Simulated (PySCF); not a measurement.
A structure optimised at PBE-D3(BJ)/def2-SVP, used in a PySCF frequency run:

```
Si
O 1 1.6643
H 2 0.9734 1 114.83
O 1 1.6734 2 109.68 3 47.29
H 4 0.9727 1 114.21 2 -129.18
C 1 1.8557 2 106.97 3 171.25
H 6 1.1073 1 110.75 2 175.01
H 6 1.1077 7 108.54 1 121.32
H 6 1.1085 7 108.62 8 117.73
Cl 1 2.1013 2 110.86 3 -69.37
```

Question: Write its SMILES and formula.

Answer: C[Si](O)(O)Cl, CH₅ClO₂Si

Question: What are its rotational constants (standard atomic weights)?

Answer: 3.5650, 2.3026, 2.2007 GHz
